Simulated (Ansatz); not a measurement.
The lowest singlet and triplet of BF (SMILES [B]F); geometries from B3LYP-D3(BJ)/def2-TZVP, each state relaxed from the structure named, with no frequency check.
Singlet (charge 0, multiplicity 1):
```xyz
2

B      0.00000     0.00000    -0.81316
F      0.00000     0.00000     0.45176
```
Triplet (charge 0, multiplicity 3):
```xyz
2

B      0.0000     0.0000    -0.8452
F      0.0000     0.0000     0.4695
```

A positive gap puts the triplet lower; no zero-point energy. R- takes a restricted singlet. U- takes an unrestricted singlet (broken symmetry where lower, unprojected). The triplet is unrestricted in single-reference levels.

Frozen-core correlation.

Codes used: Ansatz (Gaussian orbitals). Values without a source in brackets are computed.

Task: What gap E(singlet) − E(triplet), adiabatic does U-HF/cc-pVDZ give?

Result: -58.7 kcal/mol

Task: Estimate the gap E(singlet) − E(triplet), adiabatic that U-CCSD/cc-pVQZ returns for this input.

Result: -82.4 kcal/mol

Task: What is the computed gap E(singlet) − E(triplet), adiabatic (R-SCS-MP2/cc-pVQZ)?

Result: -82.8 kcal/mol

Ansatz is a first-principles code.
